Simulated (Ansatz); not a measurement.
Cost and result for the atomization energy of AlClH₅NOSi, SMILES `[NH2][Al]([OH])[SiH2]Cl` (10 atoms, 9 bonds).

Cartesian coordinates in Å:
```
N 1.2824 1.3832 0.0967
Al 0.6457 -0.2586 0.0143
O 1.6083 -1.6524 0.0007
Si -1.7768 -0.5391 -0.0876
Cl -2.6114 1.3685 -0.0202
H 2.2476 1.6656 0.1420
H 0.6802 2.1916 0.1049
H 2.5620 -1.6861 0.0361
H -2.2753 -1.1747 -1.3370
H -2.3627 -1.2979 1.0500
```

Total charge 0; spin multiplicity 1. All single points use the PBE0-D4/def2-TZVP geometry. It is one conformer, not always the lowest. Program: Ansatz. All runs use 4 threads of an Arm Neoverse V1 on a shared host. Times are those of one run each, without the atoms' runs, and a repeat can differ threefold. Electronic energies, without spin–orbit coupling; frozen cores. CCSD(T)/CBS adds CCSD(T) − MP2 in def2-TZVPP to the MP2 limit, and its time is that of the two runs behind it. T1 = 0.011. B3LYP takes the VWN-RPA correlation (the form of Gaussian; ORCA's B3LYP/G).

CCSD(T)/CBS is a level of theory with its own doubt, some kJ/mol a heavy atom from the limit and from the frozen cores, so smaller differences don't rank the functionals.

| level | functions | wall time |
| --- | --- | --- |
| PBE-D4/def2-TZVPP (with forces) | 258 | 2.7 s |
| PBE0-D4/def2-TZVPP | 258 | 3.7 s |
| r2SCAN-D4/def2-TZVPP (with forces) | 258 | 5.5 s |
| B3LYP-D4/def2-TZVPP (with forces) | 258 | 5.5 s |
| B2PLYP/def2-TZVPP | 258 | 6 s |
| ωB97X-V/def2-TZVPP | 258 | 9 s |
| ωB97M-V/def2-TZVPP (with forces) | 258 | 13 s |
| MP2/def2-QZVPP | 474 | 21 s |
| CCSD(T)/def2-TZVPP | 258 | 2.5 min |
| CCSD(T)/CBS(def2) | – | 2.8 min |

(1) What atomization energy does each give, and how far from CCSD(T)/CBS? (Best estimate.)

Results:

(1) Ansatz gave: 
```
                             level  atomization (kJ/mol)  difference from CCSD(T)/CBS  per bond
   PBE-D4/def2-TZVPP (with forces)                3365.6                          6.8       0.7
                PBE0-D4/def2-TZVPP                3306.5                        -52.3      -5.8
r2SCAN-D4/def2-TZVPP (with forces)                3342.9                        -15.9      -1.8
 B3LYP-D4/def2-TZVPP (with forces)                3328.9                        -29.9      -3.3
                 B2PLYP/def2-TZVPP                3295.0                        -63.8      -7.1
                ωB97X-V/def2-TZVPP                3362.7                          3.9       0.4
  ωB97M-V/def2-TZVPP (with forces)                3352.3                         -6.5      -0.7
                    MP2/def2-QZVPP                3373.5                         14.7       1.6
                CCSD(T)/def2-TZVPP                3242.9                       -115.9     -12.9
                 CCSD(T)/CBS(def2)                3358.8                          0.0       0.0
```

In def2-TZVPP, CCSD(T) changes the Hartree–Fock value by +869.4 kJ/mol (the triples alone add +50.3 kJ/mol) and MP2 by +930.5 kJ/mol; breaking electron pairs costs correlation energy, which Hartree–Fock lacks. The D4 term adds +36.1 kJ/mol with B3LYP and +19.3 kJ/mol with PBE0; it sums over pairs of atoms, weighted by their polarisabilities, and B3LYP, whose exchange is more repulsive, gets the larger term. From PBE to PBE0 (25 % exact exchange), in def2-TZVPP and without D4, the atomization energy moves by −56.1 kJ/mol: exact exchange takes away binding that semilocal exchange gives to molecules.
